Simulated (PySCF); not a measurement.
germyloxygermane (Ge2H6O), SMILES [GeH3][O][GeH3].

Geometry: PBE0-D3(BJ)/def2-SVP.

Level of theory: PySCF with ωB97X/def2-TZVP.

total energy: -4232.96190 hartree
point group: C2v
highest occupied level: -10.60 eV
lowest empty level: 1.73 eV
orbital gap: 12.32 eV
dipole moment: 0.88 D
quadrupole, principal values (traceless, Buckingham form, about the centre of nuclear charge): -2.95, -1.56, 4.51 D·Å
mean static polarisability: 63.0 bohr³ (9.33 Å³)
polarisability, principal values: 58.4, 59.3, 71.2 bohr³
